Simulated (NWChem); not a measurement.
Relativistic effects in H2FIn

```xyz
4

In     0.0000     0.0000    -0.2749
H     -1.5983     0.0000    -0.8932
H      1.5983     0.0000    -0.8932
F      0.0000     0.0000     1.6950
```
Charge 0, spin multiplicity 1.

Everything below was run with NWChem. Structure: optimised with PBE0/def2-SVP with def2 effective core potentials on In, a minimum by its harmonic frequencies.

Functional PBE0, all-electron basis x2c-SVPall-2c, contracted for the X2C Hamiltonian and used here with ZORA. The ion keeps the geometry and has multiplicity 2 in the scalar run; the spin-orbit run starts from the same electron counts.

Relative cost: rough, from shared machines, SCF included, scalar ZORA = 1.

The structure started from a generated list of species. The stability of the SCF solutions was not checked.

```tsv
Hamiltonian	ΔSCF ionisation energy (eV)	HOMO (eV)	LUMO (eV)	gap (eV)	relative cost
scalar ZORA	11.04	-8.61	-1.77	6.84	1
spin-orbit ZORA	11.04	-8.61	-1.77	6.84	under 3
```

From scalar ZORA to spin-orbit ZORA the ionisation energy hardly moves.
